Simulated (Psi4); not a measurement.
Pair of molecules, SMILES O=C=O with SMILES N#N (the first has 3 atoms); geometry from B3LYP-D3(BJ)/def2-TZVP, rigid monomers moved along the line of their centres of mass till C2···N4 is 5.66 Å.
(charge 0, multiplicity 1):
```xyz
5

O     -0.5249    -1.0414    -0.2714
C     -0.0188     0.0019    -0.2738
O      0.4872     1.0452    -0.2830
N      0.0523    -0.0061     5.3830
N      0.0682    -0.0062     6.4734
```

Level of theory: SAPT0/jun-cc-pV(D+d)Z (Psi4).

Question: Give the four SAPT terms and the total, and say what mostly holds the pair together.

Answer: electrostatics -0.2, exchange 0.0, induction 0.0, dispersion -0.1, total -0.3 kJ/mol; the largest attraction is electrostatics.
